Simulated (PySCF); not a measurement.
**Telling isomers of C$_{4}$H$_{8}$F$_{2}$Si apart by NMR**

- GFN2-xTB structure
- shieldings: GIAO PBE0/pcSseg-1
- run in PySCF
- single conformer, one averaged value for each set of equivalent atoms, non-relativistic, no solvent

References, each an isolated molecule treated in the same way: 1H and 13C against TMS. Splittings of carbon signals by F and P are missing where no couplings were computed. Where no couplings were computed, multiplicities follow the n + 1 count of equivalent neighbours, and m marks all less simple cases (inequivalent or close neighbours, rings, F or P nearby). Shifts are as computed. Against solution values, carbons near 30 ppm lie about +3 ppm off and those near 130 ppm about +5 ppm. Of 1211 compounds with measured shifts, 218 miss one by over three times the rms of a fit or turn the order of signals round; such compounds aren't used in these exercises.

(1) Tabulate the signals of `C=C([SiH3])CC(F)F`, `FC(F)[C@@H]1CC[SiH2]1` and their relative energies.

(2) What is the quickest way to tell C=C([SiH3])CC(F)F from FC(F)[C@@H]1CC[SiH2]1?

## Answers

(1) 
```tsv
SMILES	carbon types	δC	δH	E rel. (kcal/mol)
C=C([SiH3])CC(F)F	1×C 1×CH 2×CH2	146.7, 141.3, 125.9, 51.3	6.30 (br s, 1H), 6.02 (br s, 1H), 5.90 (m, 1H), 4.22 (s, 3H), 2.85 (m, 2H)	7.0
FC(F)[C@@H]1CC[SiH2]1	2×CH 2×CH2	127.7, 33.8, 23.7, 7.3	6.16 (m, 1H), 4.83 (m, 1H), 4.79 (m, 1H), 2.58 (m, 1H), 2.53 (m, 1H), 2.09 (m, 1H), 1.57 (m, 1H), 1.37 (m, 1H)	0.0
```

Energies are electronic energies at PBE0/pcSseg-1 on these geometries, without zero-point or thermal terms, each for the one conformer computed, which needn't be the lowest.

(2) Both give the same number of carbon signals, but DEPT or the intensities differ. The first has a fully substituted alkene carbon (C) at 146.7 ppm, the second an sp3 CH bonded to Si at 33.8 ppm. Their most deshielded carbons lie at 146.7 and 127.7 ppm.
